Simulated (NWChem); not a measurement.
Molecule: boron oxyfluoride (BOF); SMILES B(F)=O

Computed with NWChem. The geometry was optimised at PBE-D3(BJ)/def2-SVP. Field at 589 nm.

For level B3LYP/def2-SVP:

```
Item                              Result
--------------------------------  ------
isotropic polarisability (bohr³)    12.4
```

Q: What are these values for level B3LYP/aug-cc-pVDZ?

A: 
| Quantity | Result |
|---|---|
| isotropic polarisability (bohr³) | 17.1 |
